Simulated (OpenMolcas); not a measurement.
## Os5+: effect of the basis set

* Program: OpenMolcas 26.06
* Method: MS-CASPT2, IPEA 0.25 Eh, imaginary shift 0.1 Eh (closed shells correlated: 5s 5p)
* Active space: 3 electrons in 10 orbitals (5d 6d)
* State averaging: 2S+1 = 4 even, 10 roots; 2S+1 = 2 even, 40 roots
* Spin-orbit coupling: state interaction with AMFI integrals over the reference wave functions, term energies averaged over their components

A. ANO-R2 [8s6p5d3f1g], X2C, finite nucleus; CASPT2 step about 5 core-minutes
B. ANO-RCC-VTZP [8s7p5d3f2g1h], DKH2, point nucleus; CASPT2 step of the order of 7 core-minutes
C. ANO-RCC-VQZP [9s8p6d4f3g2h], DKH2, point nucleus; CASPT2 step roughly 5 core-minutes

Energies in cm-1 above 5d3 4F 3/2, the measured ground level; measured values from the list in Brasseur, Palmeri and Quinet, Atoms 13, 11 (2025).

```tsv
Level	A	B	C	Measured
5d3 4F 3/2	0.0	0.0	0.0	0.0
5d3 4F 5/2	6520	6530	6340	6397
5d3 4F 7/2	11650	11680	11350	11444
5d3 4F 9/2 [56 %]	14990	15040	14640	14678
5d3 4P 1/2 [66 %]	16980	17190	16890	16772
5d3 2G 7/2	23350	23420	22870	22920
5d3 2H 9/2 [56 %]	24620	24720	24100	24028
5d3 4P 5/2	25390	25640	25180	24828
5d3 2P 1/2 [66 %]	29150	29350	28760	28860
5d3 2H 11/2	33090	33250	32510	32156
5d3 2D 5/2(1)	35360	35500	34900	34418
5d3 2G 9/2 [57 %]	37760	37900	37050	37019
5d3 2P 3/2 [55 %]	40640	40820	40030	
5d3 2F 5/2	40890	41120	40540	39601
5d3 2F 7/2	41590	41820	41180	40447
5d3 2D 3/2(2)	62010	62250	61580	
5d3 2D 5/2(2)	62780	63000	62270	61005
```

Deviations, from unrounded energies. A percentage is the sum of absolute deviations over the sum of measured energies, with the sign that they share, or ± where signs differ.

```json
{"Against measurement": "mean absolute deviation (cm-1)", "Levels": "14", "A": "680", "B": "830", "C": "330"}
{"Against measurement": "fine structure of the ground term (%)", "Levels": "3", "A": "+2.0", "B": "+2.3", "C": "-0.6"}
{"Against measurement": "other terms of the ground configuration (%)", "Levels": "11", "A": "+2.5", "B": "+3.0", "C": "±1.2"}
```

C lies closest to measurement on these levels and B furthest from it. The largest miss of C in the table is 5d3 2D 5/2(2), by +1300 cm-1. The ranking rests on the paired levels alone, and a cruder setting can come out closer through cancelling errors.

Among A to C the level of the table that moves most is 5d3 2G 9/2 [57 %], by 850 cm-1 (lowest in C, highest in B). Moves below CASPT2's spread within the term are not significant.

Term energies are means over components that CASPT2 splits; among the terms shown or strongly mixed into the levels shown the widest spread is 570 cm-1 (5d3 4F, A). Active for correlation alone: 6d; no level in the range computed is led by a configuration that fills it, so any true level of that kind is missing. Computed and measured levels are paired by configuration, term and J; levels that our copy of the source lacks, or whose pairing is in doubt (as where it misses far off the trend of its configuration), stay unpaired and out of the deviations. Only configurations of the active space appear. The table leaves out levels that lie high or whose names do not pair safely across all columns.

A share in square brackets marks a mixed level and gives the weight of the term that names it, the lowest over the columns. A number in round brackets counts repeated terms of one configuration in the order of the reference energies.
